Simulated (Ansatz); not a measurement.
Energy difference R1 → P1 + P2 + P3, each structure at its B3LYP-D3(BJ)/def2-TZVP stationary point, reached from a drawn start (curvature not checked).
P1: H atom, charge 0, multiplicity 2.
P2, H2 (SMILES [H][H]) (charge 0, multiplicity 1):
```xyz
2

H      0.00000     0.00000     0.37199
H      0.00000     0.00000    -0.37199
```
P3: N atom, charge 0, multiplicity 4.
R1: NH3 (SMILES N), charge 0, multiplicity 1.

P less R. No zero-point or thermal terms; singlets are restricted closed shells; open shells are unrestricted.

Frozen-core correlation throughout.

Run with Ansatz (Gaussian orbitals). No computed number here is a measurement.

Q: Predict the reaction energy from PBE/def2-TZVPP.

A: 196.2 kcal/mol

Q: Estimate the reaction energy that B2PLYP/def2-TZVPP returns for this input.

A: 187.4 kcal/mol

Q: Estimate the reaction energy that CCSD(T)/cc-pVTZ returns for this input.

A: 179.6 kcal/mol

Ansatz is a first-principles code.
